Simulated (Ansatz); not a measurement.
Consider the isomerisation: `O[Si]1(S)CCO1` → `C=C[Si](O)(O)S`.

Gas-phase electronic energies from Ansatz, PBE0-D4/def2-TZVP geometries. CCSD(T)/CBS is the MP2 limit (def2-TZVPP, def2-QZVPP) plus CCSD(T) − MP2 in def2-TZVPP, frozen cores. Functionals use def2-TZVPP. Each species was taken in one conformer, which may not be the lowest.

`O[Si]1(S)CCO1`:

Cartesian coordinates in Å:
```
O -1.452 -0.124 -1.695
Si -0.150 -0.296 -0.728
S 1.354 -1.204 -1.929
C 0.145 1.167 0.382
C -0.146 0.135 1.491
O -0.348 -1.080 0.719
H -1.638 -0.817 -2.332
H 2.025 -1.677 -0.866
H 1.153 1.578 0.404
H -0.581 1.976 0.312
H 0.688 -0.013 2.180
H -1.050 0.355 2.061
```

`C=C[Si](O)(O)S`:

Cartesian coordinates in Å:
```
C 0.537 -0.404 -2.029
C 0.578 -0.751 -0.745
Si -0.179 0.256 0.604
O -0.883 1.525 -0.156
O -1.215 -0.642 1.511
S 1.226 0.985 2.037
H 0.047 0.509 -2.352
H 0.992 -1.013 -2.806
H 1.089 -1.672 -0.470
H -1.152 2.260 0.398
H -1.837 -1.188 1.026
H 0.798 0.134 2.983
```

| level | ΔE (kJ/mol) | difference from CCSD(T)/CBS |
| --- | --- | --- |
| PBE0-D4 | -17.9 | 19.8 |
| B2PLYP | -37.6 | 0.1 |
| MP2/def2-TZVPP | -30.3 | 7.4 |
| CCSD/def2-TZVPP | -35.2 | 2.5 |
| CCSD(T)/def2-TZVPP | -34.8 | 2.9 |
| HF/def2-QZVPP | -50.7 | -13.0 |
| MP2/def2-QZVPP | -32.0 | 5.7 |
| SCS-MP2/def2-QZVPP | -35.7 | 2.0 |
| HF/CBS(def2) | -50.6 | -12.9 |
| CCSD/CBS(def2) | -38.2 | -0.5 |
| CCSD(T)/CBS | -37.7 | 0 |

Largest T1 diagnostic among the species: 0.012.

In def2-TZVPP, CCSD(T) changes the Hartree–Fock value by +16.0 kJ/mol (the triples alone add +0.5 kJ/mol) and MP2 by +20.5 kJ/mol. From PBE to PBE0 (25 % exact exchange), in def2-TZVPP and without D4, ΔE moves by +3.0 kJ/mol.
